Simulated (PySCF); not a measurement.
## Spinor energies of Ar¹³⁺ (argon, charge +13)

Start: [He] 2s2 2p1; 2p1/2 filled at m_j = +1/2. Calculated with PySCF 2.14 in an uncontracted even-tempered set (17 s from 2.3 bohr⁻², ratio 2.4; 11 p from 3 bohr⁻², ratio 2.4; 5 d from 11 bohr⁻², ratio 2.6; 5 f from 16 bohr⁻², ratio 2.6): generalised Hartree-Fock with the X2C-1e Hamiltonian and a Gaussian nucleus; one run each with spin-orbit coupling (SO) switched off, then screened by Boettger's factors.

| spinor shell | electrons | ε, spin-free (eV) | ε, screened SO (eV) | weight of nominal j (screened SO) | rms radius, screened SO (bohr) |
| --- | --- | --- | --- | --- | --- |
| 1s1/2 | 2 | -3844.0 | -3843.7 | 1.000 | 0.0981 |
| 2s1/2 | 2 | -786.66 | -786.55 | 1.000 | 0.399 |
| 2p1/2 | 1 | -755.26 | -757.21 | 0.999 | 0.350 |

```
   quantity   spin-free  screened SO
E (hartree)  -406.87870   -406.95108
        M_J         1/2          1/2
       ⟨J²⟩       1.114        0.752
       ⟨L²⟩       2.001        2.001
       ⟨S²⟩       0.750        0.750
```

Each row is a mean over spinors that exchange with the open shell spreads, by up to 3.904 eV (2s1/2).

Without spin-orbit coupling the j labels of p, d and f shells carry no meaning; the spin-free column gives the mean over the occupied spinors of each nl shell, and its ⟨J²⟩ belongs to a mixture of degenerate components.
